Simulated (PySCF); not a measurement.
# Polarisability of `C=C[C+](C)C(C)C`

Compound: C7H13 (charge +1).
SMILES with atom numbers: `[CH2:1]=[CH:2][C+:3]([CH3:4])[CH:5]([CH3:6])[CH3:7]` (hydrogens: H8, H9 on C1; H10 on C2; H11, H12, H13 on C4; H14 on C5; H15, H16, H17 on C6; H18, H19, H20 on C7)

Geometry (GFN2-xTB, Å), atoms numbered from 1 in this order:
```xyz
20
C7H13 angstrom
C      2.8384   -0.2930    0.5750
C      1.5827    0.1502    0.7785
C      0.4870   -0.0396   -0.1099
C      0.5446   -0.9326   -1.2545
C     -0.7578    0.6791    0.1884
C     -1.4297   -0.1661    1.3137
C     -1.7235    0.8655   -0.9717
H      3.1384   -0.8502   -0.2981
H      3.6202   -0.0678    1.2825
H      1.3876    0.7523    1.6580
H     -0.3763   -1.5154   -1.3308
H      1.4053   -1.5928   -1.2647
H      0.5470   -0.3246   -2.1673
H     -0.5233    1.6510    0.6377
H     -0.7897   -0.2740    2.1842
H     -1.6928   -1.1524    0.9415
H     -2.3383    0.3495    1.6121
H     -1.2394    1.3741   -1.8024
H     -2.5606    1.4770   -0.6467
H     -2.1250   -0.0796   -1.3286
```

Level: B3LYP/def2-SVPD (PySCF), static field, nuclei fixed, core orbitals frozen in the response. The polarisability tensor in these axes (au):

```
x   113.26  -8.34   5.20
y    -8.34  64.36   3.90
z     5.20   3.90  76.76
```

Diagonalise the tensor; give its mean and Δα, where Δα² is half the sum of the squared differences of the eigenvalues.

Principal values 61.49, 77.72 and 115.18 au; mean 84.80 au = 12.57 Å³ = 13.98 × 10⁻⁴⁰ C²·m²/J; Δα = 47.69 au (56 % of the mean).

Directions of the eigenvectors, and the extent of the frame along each?

Largest value along (0.98, -0.15, 0.12), where the nuclei span 6.53 Å; middle along (-0.06, 0.32, 0.95), 4.22 Å; least along (0.18, 0.94, -0.30), 3.27 Å. The response follows the extents in order.

What are the principal values of the traceless quadrupole moment, Θ = ½Σq(3rr − r²1), about the centre of nuclear charge?

-13.11, -2.44, 15.54 D·Å. The values depend on the origin, since the species is charged. The electronic extent ⟨r²⟩ about the same centre is 909 bohr², a root-mean-square distance of 2.17 Å for the 54 electrons.

Sum over states: ᾱ = Σ f/ω², ω in Eh. What share falls to these 8 lowest TDDFT singlets (eV, f)? 4.35, 0.0004; 4.52, 0.1850; 4.69, 0.0309; 5.20, 0.1696; 5.46, 0.0086; 5.53, 0.0354; 6.09, 0.0231; 6.28, 0.0553.

They add up to 14.97 au, 17.7 % of the 84.80 au; the largest single term is 6.71 au, from the state at 4.52 eV. Terms in order: 0.02, 6.71, 1.04, 4.64, 0.21, 0.86, 0.46, 1.04 au. Higher excitations give the rest. The strengths listed sum to 0.508.

Rayleigh depolarisation ratio (linearly polarised light, static tensor)?

ρ = 3Δα²/(45ᾱ² + 4Δα²) = 6822.9/(323568 + 9097.2) = 0.0205.

Geometry: GFN2-xTB, one conformer, isolated ion.
